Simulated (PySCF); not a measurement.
FH3O2SSi.

```xyz
8

O      0.1292    -0.2293     1.8078
Si     0.1397    -0.2845     0.1591
O      1.6818    -0.6223    -0.2911
F     -0.8742    -1.4478    -0.3523
S     -0.5401     1.5075    -0.7635
H     -0.6974     0.0332     2.2364
H      2.1884    -1.1694     0.3273
H     -1.4257     0.8412    -1.5375
```

Geometry: TPSSh-D3(BJ)/def2-SVP. The values are those of a single conformer.

Computed with B3LYP/pcSseg-1 (PySCF). Non-relativistic, no solvent.

Computed absolute GIAO shielding of each atom: isotropic value and principal components (ppm):
```json
[
 {"atom": "O1", "σ(iso)": "253.9", "σ11": "225.3", "σ22": "233.7", "σ33": "302.6", "span": "77.3"},
 {"atom": "Si2", "σ(iso)": "375.8", "σ11": "330.2", "σ22": "394.6", "σ33": "402.5", "span": "72.3"},
 {"atom": "O3", "σ(iso)": "269.7", "σ11": "237.8", "σ22": "253.9", "σ33": "317.4", "span": "79.6"},
 {"atom": "F4", "σ(iso)": "280.3", "σ11": "215.1", "σ22": "246.6", "σ33": "379.2", "span": "164.1"},
 {"atom": "S5", "σ(iso)": "704.2", "σ11": "620.7", "σ22": "636.6", "σ33": "855.4", "span": "234.7"},
 {"atom": "H6", "σ(iso)": "29.0", "σ11": "21.8", "σ22": "24.1", "σ33": "41.3", "span": "19.5"},
 {"atom": "H7", "σ(iso)": "28.8", "σ11": "20.7", "σ22": "23.4", "σ33": "42.2", "span": "21.5"},
 {"atom": "H8", "σ(iso)": "30.5", "σ11": "22.5", "σ22": "28.0", "σ33": "41.0", "span": "18.5"}
]
```
